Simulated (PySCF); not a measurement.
Relaxation of singlet Cu2H4

Computed with PySCF, PBE0, basis Cu def2-TZVP, H def2-TZVP (no relativity, density fitting). A (50,194) grid was used.

A start displaced from a saddle point along its imaginary mode, of C2v symmetry, held to at least that symmetry:

```xyz
6
charge 0 multiplicity 1, angstrom
Cu    1.7334    0.0000    0.0012
Cu   -1.7334    0.0000    0.0012
H     0.0000    0.4116   -0.2500
H     0.0000   -0.4116   -0.2500
H     3.2367    0.0000    0.1752
H    -3.2367    0.0000    0.1752
```

Optimiser trace:
| step | E − E(last) (kJ/mol) | largest gradient (Eh/bohr) |
| --- | --- | --- |
| 0 | 13.64 | 0.00263 |
| 1 | 13.51 | 0.00155 |
| 2 | 13.40 | 0.00118 |
| 3 | 13.36 | 0.00151 |
| 4 | 12.89 | 0.00291 |
| 5 | 11.89 | 0.00296 |
| 6 | 10.07 | 0.00400 |
| 7 | 9.44 | 0.00518 |
| 8 | 9.06 | 0.00424 |
| 9 | 8.86 | 0.00496 |
| 10 | 8.44 | 0.00586 |
| 11 | 7.67 | 0.00698 |
| 12 | 6.26 | 0.00811 |
| 13 | 5.03 | 0.00838 |
| 14 | 4.57 | 0.00706 |
| 15 | 3.67 | 0.00554 |
| 16 | 2.02 | 0.00449 |
| 17 | 0.45 | 0.00229 |
| 18 | 0.12 | 0.00091 |
| 19 | 0.01 | 0.00056 |
| 20 | 0.02 | 0.00055 |
| 21 | 0.00 | 0.00008 |
| 22 | 0.00 | 0.00004 |

It ends at C2v with Cu–H 1.505 Å (×2), Cu–H 1.796 Å (×2), H–H 0.822 Å; Cu–H–H 76.8° (×2), H–Cu–H 26.5°, H–Cu–H 166.2° (×2) (after a last refinement on a finer grid). The molecule has come apart into CuH₃ + CuH. A frequency run shows a minimum.
